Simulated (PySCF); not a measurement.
Structure with atom numbers: `[F:1][CH2:2][C:3]([F:4])([F:5])[C:6]([F:7])([F:8])[F:9]` (H(Xn): hydrogen on atom n).

[PySCF 2.14: geometry: GFN2-xTB; σ from GIAO-PBE0/pcSseg-1; one conformer; relativity neglected; fast rotation and ring inversion assumed for equivalent nuclei; gas phase]

Shifts are taken against calculated references (same method and geometry level): TMS for ¹³C and ¹H; CFCl3 for ¹⁹F.

```json
{"atoms": "F1", "nucleus": "¹⁹F", "count": "1", "Hirshfeld charge": "-0.10", "δ (ppm)": "-269.8"}
{"atoms": "C6", "nucleus": "¹³C", "count": "1", "Hirshfeld charge": "0.24", "δ (ppm)": "?"}
{"atoms": "C3", "nucleus": "¹³C", "count": "1", "Hirshfeld charge": "0.16", "δ (ppm)": "120.6"}
{"atoms": "H(C2)", "nucleus": "¹H", "count": "2", "Hirshfeld charge": "0.06", "δ (ppm)": "?"}
{"atoms": "F4/F5", "nucleus": "¹⁹F", "count": "2", "Hirshfeld charge": "-0.09", "δ (ppm)": "-142.5"}
{"atoms": "F7/F8/F9", "nucleus": "¹⁹F", "count": "3", "Hirshfeld charge": "-0.08", "δ (ppm)": "-96.0"}
{"atoms": "C2", "nucleus": "¹³C", "count": "1", "Hirshfeld charge": "0.01", "δ (ppm)": "85.5"}
```

Estimate the values marked ?.

## Answers


- C6: 128.3 ppm, CF3 carbon; 3 electronegative neighbours deshield it
- H(C2): 5.14 ppm, hydrogen on an sp3 CH2 bonded to F; its carbon carries F, which withdraws density

Shifts are as computed. Against solution values, carbons near 30 ppm lie about +3 ppm off and those near 130 ppm about +5 ppm. Of 1211 compounds with measured shifts, 218 miss one by over three times the rms of a fit or turn the order of signals round; such compounds aren't used in these exercises. Unscaled 19F shifts against computed CFCl3 carry errors that often reach 10 to 50 ppm.
